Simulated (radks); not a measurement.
Results of a calculation; reference values are marked as such.
Spherical quantum dot in the effective-mass picture: electrons in a parabolic well V = omega^2 r^2 / 2 with omega = 0.164, all in effective atomic units (hartree* = m*/eps^2 hartree, bohr* = eps/m* bohr), one dielectric constant everywhere. Level of theory: non-relativistic Kohn-Sham, LDA (Slater exchange, Perdew-Wang correlation), spin-polarised, spherical densities (a radial shooting solver with Libxc functionals). Levels are named by radial order and angular momentum (1s, 1p, 1d, 2s, ...), and open shells are averaged over m.

N = 12, configuration 1s2 1p6 1d(up 4, down 0). This is the lowest configuration that the search found. Occupied and some empty levels:

| level | occupation | eigenvalue (hartree*) | <r> (bohr*) |
|---|---|---|---|
| 1s up | 1 | 2.1679 | 4.943 |
| 1s down | 1 | 2.1847 | 4.763 |
| 1p up | 3 | 2.2208 | 5.791 |
| 1p down | 3 | 2.2417 | 5.743 |
| 1d up | 4 | 2.2890 | 6.388 |
| 1d down | 0 | 2.3111 | 6.401 |
| 2s up | 0 | 2.3269 | 5.157 |
| 2s down | 0 | 2.3381 | 5.253 |
| 1f up | 0 | 2.3695 | 6.872 |
| 1f down | 0 | 2.3913 | 6.915 |
| 2p up | 0 | 2.4200 | 5.922 |
| 2p down | 0 | 2.4326 | 5.939 |

Energy (hartree*): total 16.3505, kinetic 1.2294, external 5.9208, Hartree 11.127, exchange-correlation -1.9269.
